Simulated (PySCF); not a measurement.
Isomers of C7H13NO, one GFN2-xTB conformer each. Single-point energies are computed at PBE0/pcSseg-1 (PySCF, gas phase, no added dispersion term), electronic only.

| SMILES | GFN2-xTB relative energy (kJ/mol) |
| --- | --- |
| C=CCNC(=O)C(C)C | 7.6 |
| C=C(C)CCC(=O)NC | 0.0 |

Conformers: `[CH2:1]=[CH:2][CH2:3][NH:4][C:5](=[O:6])[CH:7]([CH3:8])[CH3:9]` with C1–C2–C3–N4 127°, C2–C3–N4–C5 117°, C3–N4–C5–O6 3°, N4–C5–C7–C8 -132°; `[CH2:1]=[C:2]([CH3:3])[CH2:4][CH2:5][C:6](=[O:7])[NH:8][CH3:9]` with C1–C2–C4–C5 99°, C2–C4–C5–C6 -178°, C4–C5–C6–O7 -2°, C5–C6–N8–C9 179°.

Task: What does PBE0/pcSseg-1 give for the same structures?

Result: 
```json
{"SMILES": "C=C(C)CCC(=O)NC", "PBE0/pcSseg-1 E (Eh)": "-404.02428", "PBE0/pcSseg-1 (kJ/mol)": "0.0", "GFN2-xTB (kJ/mol)": "0.0", "point group": "C1"}
{"SMILES": "C=CCNC(=O)C(C)C", "PBE0/pcSseg-1 E (Eh)": "-404.02353", "PBE0/pcSseg-1 (kJ/mol)": "2.0", "GFN2-xTB (kJ/mol)": "7.6", "point group": "C1"}
```

Both levels put the same isomer lowest. Neighbours under 10 kJ/mol apart (C=C(C)CCC(=O)NC and C=CCNC(=O)C(C)C) can change places with a better method, another conformer or zero-point energy.

Task: Which frontier levels, dipoles and rotational constants go with these structures?

Result: 
| SMILES | HOMO (eV, PBE0/pcSseg-1) | LUMO (eV) | dipole (D) | A, B, C (MHz) |
| --- | --- | --- | --- | --- |
| C=C(C)CCC(=O)NC | -7.01 | 0.61 | 3.70 | 4312, 636.3, 623.8 |
| C=CCNC(=O)C(C)C | -7.18 | 0.06 | 3.42 | 3813, 724.5, 686.8 |
